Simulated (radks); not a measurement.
Species: the thallium ion Tl19+. Configuration: [Kr] 4d10 4f14 5s2. Calculated with a radial shooting solver on a logarithmic mesh with Libxc functionals: scalar-relativistic Kohn-Sham, r2SCAN, spin-polarised, spherical densities, finite nucleus; meta-GGA in the generalised Kohn-Sham scheme; Fermi nuclear charge, rms radius 5.4759 fm.

Unscreened Slater integrals over Kohn-Sham orbitals (cm^-1). They are taken over the spin-up orbitals.

integral    value
F0(5s,5s)  246960
F0(5s,4f)  294490
G3(5s,4f)   38485
F0(5s,4d)  296370
G2(5s,4d)   34295
F0(5s,4p)  298780
G1(5s,4p)   27228
F0(4f,4f)  446570
F2(4f,4f)  227220
F4(4f,4f)  145950
F6(4f,4f)  106020
F0(4f,4d)  448040
F2(4f,4d)  223340
F4(4f,4d)  144810
G1(4f,4d)  251970
G3(4f,4d)  164940
G5(4f,4d)  118570
F0(4f,4p)  457840
F2(4f,4p)  231450
G2(4f,4p)  198110
G4(4f,4p)  140160
F0(4d,4d)  454570
F2(4d,4d)  232250
F4(4d,4d)  156470
F0(4d,4p)  464060
F2(4d,4p)  238940
G1(4d,4p)  301890
G3(4d,4p)  190610
F0(4p,4p)  474910
F2(4p,4p)  248690
